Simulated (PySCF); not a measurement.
Gas-phase reaction: 2 HfCl3OH + 2 HO2 = HfCl4.H2O + 3 O + HfCl2(OH)2. Level: M06-2X/def2-TZVP†; standard pressure 1 bar.

Method: PySCF energies plus ideal-gas RRHO corrections (1 bar). † marks an energy on the PBE0/def2-TZVP geometry and frequencies. Open shells (unrestricted): HO2 (multiplicity 2), O (multiplicity 3, electronic degeneracy 9); the rest are closed-shell singlets. Spin-orbit splitting is ignored; it lowers the true energy and changes the entropy of O. Hf: scalar-relativistic def2 core potential, no spin-orbit coupling. Adducts (HfCl4.H2O) have no counterpoise correction, and HF, PBE, BLYP, B3LYP and PBE0 lack dispersion. HfCl3OH, HfCl4.H2O, HfCl2(OH)2: computed as isolated molecules; such fragments, hydroxides, amides, oligomers or adducts are transient or little studied in the gas. The harmonic model lacks anharmonicity and excited electronic states, which grow with temperature; levels with a mode under 35 cm⁻¹ are left out. Soft modes under 120 cm⁻¹ make the harmonic entropy rough for HfCl3OH, HfCl4.H2O, HfCl2(OH)2.

| T (K) | 1000/T (1/K) | log10 K |
|---|---|---|
| 500 | 2.0000 | -39.04 |
| 600 | 1.6667 | -31.52 |
| 800 | 1.2500 | ? |
| 1000 | 1.0000 | -16.24 |
| 1200 | 0.8333 | -12.35 |
| 1400 | 0.7143 | -9.54 |

Q: Fit log10 K = a + b·(1000/T) to the five rows, get the mean ΔH° and ΔS°, and predict log10 K at 800 K.

A: Means: 1000/T = 1.2429, log10 K = -21.738. Sums of products about the means: Sxy = -28.87361, Sxx = 1.258997, so b = Sxy/Sxx = -22.93 and a = -21.738 − (-22.93)×1.2429 = 6.76.
ΔH° = −R ln 10 × 1000 K × b = −19.145 × (-22.93) = 439 kJ; ΔS° = R ln 10 × a = 129 J/K. The run's own values go from 431 kJ and 114 J/K at 500 K to 455 kJ and 142 J/K at 1400 K.
Prediction at 800 K: 6.76 + (-22.93)×1.2500 = -21.90. The computed value is -22.02, 0.12 from the line.
For scale, ΔH°(298 K) is 423 kJ at this level, 448 kJ at ωB97M-V/def2-TZVP†, and runs from -100 to 769 kJ over the 16 levels computed.
